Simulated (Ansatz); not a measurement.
Basis-set extrapolation for CH6BFOSi (`CBO[SiH2]F`) (PBE0-D4/def2-TZVP geometry, frozen core, Ansatz). Multiplicity 1, RHF reference.

```csv
,def2-TZVPP,def2-QZVPP
HF,-529.571092,-529.592751
MP2 correlation,-0.878524,-0.949231
CCSD(T) correlation,-0.947434,not run
```

Energies in hartree. Use E(X) = E(∞) + A·exp(−7.88·√X) for Hartree–Fock and E(X) = E(∞) + B·X^(−2.97) for correlation, with X = 3 and 4, and add CCSD(T) minus MP2 of the smaller set to the MP2 limit.

Problem. What is the CCSD(T) energy at the basis-set limit?

Solution. HF limit: -529.592751 + (-0.021659) × 0.13774 = -529.59573. MP2 limit: -0.949231 + (-0.070707) × 0.74074 = -1.00161. Higher-order term: -0.947434 − (-0.878524) = -0.06891. Total: -530.66625 hartree, 387.8 kJ/mol below CCSD(T)/def2-TZVPP.
